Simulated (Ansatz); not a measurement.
System: CuF, net charge 0, triplet state. The spin state was set by rule; other spins were not relaxed. SMILES of the parent species: [F][Cu]
Coordinates optimised at B3LYP-D3(BJ)/def2-TZVP (Ansatz, a quantum-chemistry and plane-wave program):
```
Cu
F 1 1.7650
```
Charge 0, spin multiplicity 3.

Wanted: atomisation energy (electronic, to ground-state atoms), in eV. Cores are frozen in the correlated levels unless marked. Open shells are spin-unrestricted. Spin-orbit coupling is left out. The frozen core is the preceding noble-gas configuration, with the filled d and f shells of earlier blocks. No relativistic terms. The coupled-cluster limit lacks core correlation, which all-electron functionals hold. CBS(X,Y): correlation extrapolated as X^-3; Hartree-Fock from the larger set.

```
level                                 program  atomisation energy (eV)
------------------------------------  -------  -----------------------
r2SCAN/def2-TZVPD                      Ansatz                        …
B97M-V/def2-TZVPD                      Ansatz                     2.32
B2PLYP/def2-TZVPD                      Ansatz                     2.02
SCS-MP2/6-31G                          Ansatz                     3.56
CCSD(T)/CBS(def2-TZVPPD,def2-QZVPPD)   Ansatz                     2.27
```

Problem. Complete the blanks.

Solution. 
- r2SCAN/def2-TZVPD, atomisation energy (eV): 2.57
